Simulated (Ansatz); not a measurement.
Telling isomers of BrFGaH3Si apart by their spectra

These gas-phase data were calculated for one isomer of BrFGaH3Si at PBE0-D3(BJ)/def2-SVP (harmonic, unscaled wavenumbers; equilibrium rotational constants with average atomic masses):

| Quantity | Value |
| --- | --- |
| rotational constants | 2.874, 1.019, 0.7954 GHz |
| all wavenumbers above 1500 cm⁻¹ | 2248, 1992, 1978 |

Candidates:

(1) `F[SiH2][GaH][Br]`, a singlet
(2) `F[Si@H]([GaH2])Br`, a singlet

**Question.** Assign the data to one candidate and say why.

**Answer.** Candidate (2). 1 mode lies between 2000 and 2380 cm⁻¹, one for each Si–H bond, while (1) has 2.

The same quantities for all candidates:

|  | rotational constants (GHz) | wavenumbers above 1500 cm⁻¹ | E above the lowest, PBE0-D3(BJ)/def2-SVP (kcal/mol) |
| --- | --- | --- | --- |
| (1) | 6.227, 0.8103, 0.7231 | 2244, 2233, 1998 | 0.0 |
| (2) | 2.874, 1.019, 0.7954 | 2248, 1992, 1978 | 10.6 |

Harmonic stretches to hydrogen usually lie a few per cent above observed fundamentals. Each candidate is one conformer. Programs: Ansatz 0.2.0.
